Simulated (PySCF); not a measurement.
H₃Si, SMILES [SiH3-], charge -1. Atoms are numbered in the order given.

```xyz
4

Si     0.0000     0.0000    -0.1493
H      1.1325     0.6538     0.6967
H     -1.1325     0.6538     0.6967
H      0.0000    -1.3076     0.6967
```
Charge -1, spin multiplicity 1.

The structure is a stationary point at PBE-D3(BJ)/def2-TZVPD.

The numbers are results of PBE-D3(BJ)/def2-TZVPD in PySCF, not measurements.

Frequencies are harmonic and unscaled.

Modes within 1.5 cm⁻¹ of each other (mostly degenerate sets) share a row, with their intensities summed.

Computed normal modes with their intensities:
```tsv
mode	ν (cm⁻¹)	IR (km/mol)	moving atoms (share of kinetic energy)
1	843	132.2	H 93 %
2–3	916	87.7	H 98 %
4–5	1833	1031.1	H 96 %
6	1840	446.6	H 98 %
```
